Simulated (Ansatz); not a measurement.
## Ligand exchange: C2H3IO + NaNH2 → C2H5NO + NaI

Species: C2H3IO (acetyl iodide) `CC(=O)I`, singlet; NaNH2 `[NH2][Na]`, singlet; C2H5NO (acetamide) `CC(N)=O`, singlet; NaI (Sodium Iodide), singlet. The partners trade I for NH2: C–I and Na–NH2 bonds give way to C–NH2 and Na–I.

Shapes, held fixed at every level: PBE0-D4/def2-TZVP. Flexible molecules stand in one conformer, not always the lowest. Programs: Ansatz 0.2.0. The zero-point and thermal change to 298 K, harmonic and unscaled (PBE0-D4/def2-TZVP), is +12.9 kJ/mol.

```json
{"level": "HF/def2-TZVPP", "kind": "Hartree–Fock", "ΔH(298 K) (kJ/mol)": "-351.1", "less CCSD(T)/def2-TZVPP": "-76.8"}
{"level": "PBE-D4/def2-TZVPP", "kind": "GGA", "ΔH(298 K) (kJ/mol)": "-256.8", "less CCSD(T)/def2-TZVPP": "+17.5"}
{"level": "B3LYP-D4/def2-TZVPP", "kind": "global hybrid", "ΔH(298 K) (kJ/mol)": "-271.3", "less CCSD(T)/def2-TZVPP": "+3.0"}
{"level": "PBE0-D4/def2-TZVPP", "kind": "global hybrid", "ΔH(298 K) (kJ/mol)": "-289.3", "less CCSD(T)/def2-TZVPP": "-15.0"}
{"level": "r2SCAN0-D4/def2-TZVPP", "kind": "global hybrid", "ΔH(298 K) (kJ/mol)": "-300.9", "less CCSD(T)/def2-TZVPP": "-26.6"}
{"level": "MP2/def2-TZVPP", "kind": "perturbation theory", "ΔH(298 K) (kJ/mol)": "-270.2", "less CCSD(T)/def2-TZVPP": "+4.1"}
{"level": "CCSD(T)/def2-SVP", "kind": "coupled cluster or CI", "ΔH(298 K) (kJ/mol)": "-310.6", "less CCSD(T)/def2-TZVPP": "-36.3"}
{"level": "CCSD(T)/def2-TZVPP", "kind": "coupled cluster or CI", "ΔH(298 K) (kJ/mol)": "-274.3", "less CCSD(T)/def2-TZVPP": "0.0"}
```

The highest level, CCSD(T)/def2-TZVPP, gives ΔH(298 K) = -274.3 kJ/mol; the levels span -351.1 to -256.8. The column of differences is taken from that level and isn't an error. No measured value is set beside it here. For atoms past krypton def2 sets carry core potentials with scalar relativity. Correlated rows may include outer-core shells of I, Na, which these sets cover unevenly.
